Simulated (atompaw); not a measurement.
## An all-electron radial function and its pseudo partner (W (Z = 74))

Columns: radius, all-electron u(r) and pseudo u(r) of the 6s shell (level -8.86 eV) of tungsten in the configuration [Kr] 4d10 4f14 5s2 5p6 5d4 6s1.5 6p0; PBE, scalar-relativistic, PAW (atompaw) scheme, atompaw 4.2.0.5.

```
r (bohr)  all-electron   pseudo
   0.096       -0.0332  -0.1286
   0.192       -0.0814  -0.2477
   0.288        0.1416  -0.3488
   0.385        0.1844  -0.4261
   0.481        0.0621  -0.4737
   0.577       -0.1009  -0.4912
   0.673       -0.2297  -0.4796
   0.769       -0.2993  -0.4419
   0.865       -0.3110  -0.3826
   0.962       -0.2763  -0.3061
   1.058       -0.2099  -0.2189
   1.154       -0.1243  -0.1250
   1.250       -0.0293  -0.0282
   1.346        0.0676   0.0682
   1.442        0.1614   0.1614
   1.538        0.2487   0.2487
   1.635        0.3285   0.3285
   1.731        0.3982   0.3982
   1.827        0.4584   0.4584
   1.923        0.5092   0.5092
   2.019        0.5511   0.5511
   2.115        0.5848   0.5848
   2.212        0.6112   0.6112
   2.308        0.6305   0.6305
   2.404        0.6436   0.6436
   2.500        0.6513   0.6513
```

(1) How many radial nodes do the two functions have?

(2) At about which radius was the pseudo-wave matched?

(3) Is the pseudo-wave norm-conserving?

## Answers

(1) The all-electron 6s function has n − l − 1 = 5 (the table is too coarse to show those close to the nucleus); the pseudo-wave has 1, since 1 lower shell of the same l stays in the valence.

(2) 1.50 bohr, where the columns begin to agree (steps of 0.10 bohr).

(3) No, it belongs to a PAW set: the norm inside the radius is not constrained, and the difference is carried by the augmentation charge.
